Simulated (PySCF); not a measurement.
Cl3HOTi, multiplicity 1.

```xyz
6

Ti     0.0000     0.0000     0.2469
Cl    -1.7868    -1.0316    -0.4739
Cl     0.0000     2.0632    -0.4739
Cl     1.7868    -1.0316    -0.4739
O      0.0000     0.0000     1.9749
H      0.0000     0.0000     2.9391
```

Geometry optimised at r2SCAN-D4/def2-SVP. A frequency run showed that this geometry is not a minimum. The spin state was assumed, not searched. The isomer is the one that the SMILES or the coordinates give; other isomers of the formula were not compared. One conformer was computed; it need not be the lowest.

These are PySCF with PBE0/pcSseg-1 values and carry that method's errors. Non-relativistic, no solvent.

Computed absolute GIAO shielding of each atom: isotropic value and principal components (ppm):
| atom | σ(iso) | σ11 | σ22 | σ33 | span |
|---|---|---|---|---|---|
| Ti1 | -619.7 | -1002.8 | -428.2 | -428.2 | 574.6 |
| Cl2 | 113.8 | -480.5 | -125.8 | 947.8 | 1428.2 |
| Cl3 | 113.8 | -480.5 | -125.8 | 947.8 | 1428.2 |
| Cl4 | 113.8 | -480.5 | -125.8 | 947.8 | 1428.2 |
| O5 | -31.8 | -173.8 | -173.8 | 252.2 | 425.9 |
| H6 | 26.9 | 23.3 | 23.3 | 34.0 | 10.7 |
